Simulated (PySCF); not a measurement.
NMR parameters from quadrupole coupling constants

C₅H₉ClOSi.
Cartesian coordinates in Å at the GFN2-xTB level; atoms count from 1:
```xyz
17
C5H9ClOSi angstrom
C     -2.3208    0.4943   -1.0710
C     -2.1518   -0.1392    0.0748
C     -1.2194   -1.2953    0.2693
C     -0.0179   -0.7593    1.0249
O      0.0635   -0.8295    2.2284
Si     1.3628    0.0877   -0.0229
C      2.5512    0.8834    1.2336
Cl     3.9006    1.6620    0.3589
H     -2.9958    1.3278   -1.1636
H     -1.8051    0.1926   -1.9680
H     -2.6763    0.1800    0.9650
H     -0.8967   -1.6924   -0.6924
H     -1.7085   -2.0705    0.8616
H      0.7846    1.1037   -0.9000
H      2.0523   -0.9509   -0.7907
H      2.9933    0.1570    1.9125
H      2.0769    1.6607    1.8294
```

Computed at PBE0/pcSseg-1 (PySCF, non-relativistic):

| atom | environment | nucleus | spin I | Q (b) | CQ = χzz (MHz) | η |
| --- | --- | --- | --- | --- | --- | --- |
| O5 | carbonyl oxygen | 17O | 5/2 | -0.0256 | 12.265 | 0.581 |
| Cl8 | alkyl chlorine | 35Cl | 3/2 | -0.0817 | -77.994 | 0.025 |

Problem. Which field gradients stand behind these couplings (CQ in MHz = 234.96 × Q in b × Vzz in au)?

Solution. The tensor is traceless, so η fixes the two smaller values:

| atom | Vxx (au) | Vyy (au) | Vzz (au) | Vzz (10²¹ V/m²) |
| --- | --- | --- | --- | --- |
| O5 | 0.427 | 1.612 | -2.039 | -19.81 |
| Cl8 | -1.980 | -2.083 | 4.063 | 39.48 |

Problem. Give the quadrupolar product PQ = |CQ|√(1 + η²/3), the quadrupolar frequency νQ = 3|CQ|/[2I(2I − 1)] and the Larmor frequency ν0 = |g| × 7.62259 MHz/T × B at 7.05 T, with g(17O) = −0.75752, g(35Cl) = 0.54792.

Solution. 
| atom | PQ (MHz) | νQ (MHz) | ν0 (MHz) | νQ/ν0 |
| --- | --- | --- | --- | --- |
| O5 | 12.94 | 1.840 | 40.71 | 0.045 |
| Cl8 | 78.00 | 39.00 | 29.44 | 1.324 |

For O5: PQ = 12.26 × 1.0548, νQ = 12.26 × 0.1500, ν0 = 5.7742 MHz/T × 7.05 T.

For Cl8 νQ isn't small against ν0, so the high-field expansions of solid-state NMR fail there at this field.

Problem. For half-integer spins with νQ below a tenth of ν0, find the second-order shift of the centre of gravity of the central transition at 7.05, 14.1 and 18.8 T.

Solution. δ = −(3/40)(PQ/ν0)² [I(I + 1) − 3/4]/[I²(2I − 1)²], in ppm:

```tsv
site	7.05 T	14.1 T	18.8 T
17O at O5	-606	-151	-85.2
```

Problem. Take a correlation time of 1.5 ps, isotropic tumbling and extreme narrowing. What quadrupolar relaxation rates and linewidths follow?

Solution. 1/T1 = 1/T2 = (3π²/10)(2I + 3)/[I²(2I − 1)] × PQ² × τc; the width is 1/(πT2).

| site | spin factor (2I + 3)/[I²(2I − 1)] | 1/T1 (s⁻¹) | T1 (ms) | linewidth (Hz) |
| --- | --- | --- | --- | --- |
| 17O at O5 | 0.320 | 238 | 4.2 | 75.7 |
| 35Cl at Cl8 | 1.333 | 36000 | 0.0278 | 11500 |

One conformer (not necessarily the lowest) at the GFN2-xTB geometry, without solvent, vibrations or thermal averaging. GFN2-xTB bond lengths can be off by several hundredths of an ångström, more for odd bonds, and the gradients follow them. A larger basis could move these couplings by a tenth or more.
